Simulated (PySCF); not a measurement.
Se(NH2)(OSiH3), H5NOSeSi, SMILES N[Se]O[SiH3] (B3LYP/def2-SVP optimised geometry):

```
9

Se    -0.813    -0.666    -3.050
N     -2.149     0.485    -3.414
H     -3.085     0.086    -3.452
H     -2.127     1.380    -2.930
O     -1.124    -1.217    -1.306
Si    -0.496    -0.371     0.000
H      0.997    -0.371     0.000
H     -0.997    -1.050     1.226
H     -0.965     1.050     0.000
```

Calculation: B3LYP/def2-TZVP (PySCF).

Task: What are the frontier orbital energies and the dipole moment?

Result: HOMO-2 -8.49 eV, HOMO-1 -8.10 eV, HOMO -6.36 eV, LUMO -1.20 eV, LUMO+1 -0.45 eV; dipole moment 1.70 D.

On the same geometry PySCF 2.14.0 with PBE/def2-TZVP gives HOMO-2 -7.30 eV, HOMO-1 -6.91 eV, HOMO -5.33 eV, LUMO -1.90 eV, LUMO+1 -1.07 eV; dipole moment 1.77 D.

Meta-Löwdin charges at B3LYP/def2-TZVP: Se1 0.51, N2 -0.59, H3 0.24, H4 0.24, O5 -0.77, Si6 0.75, H7 -0.12, H8 -0.11, H9 -0.13.
